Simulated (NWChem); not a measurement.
System: C$_{2}$H$_{2}$Br$_{2}$; SMILES Br/C=C\Br

```xyz
6

Br    -1.7854     0.0000     0.2636
C     -0.6649     0.0000    -1.2616
C      0.6649     0.0000    -1.2616
Br     1.7854     0.0000     0.2636
H     -1.2153     0.0000    -2.1957
H      1.2153     0.0000    -2.1957
```
Atoms are numbered in this order, from 1.

All runs: NWChem. STO-3G and 3-21G are far too small for this property and stand as cheap habits. Coordinates come from a B3LYP/6-31G* (spherical d) optimisation. GIAO values for the isolated, static molecule; σ is the absolute isotropic shielding, δ = σ(reference) − σ with the isolated reference molecule computed at the same levels (13C: tetramethylsilane, 1H: tetramethylsilane). Spin-orbit effects, on the heavy nuclei and on their neighbours, are missing.

For level Hartree-Fock/STO-3G:

```
Item          Value
-----------  ------
σ Br1 (ppm)  2765.5
```

Problem. What are these values for level KT2/pcSseg-1?

Solution. The σ Br1 (ppm) is 1991.6.
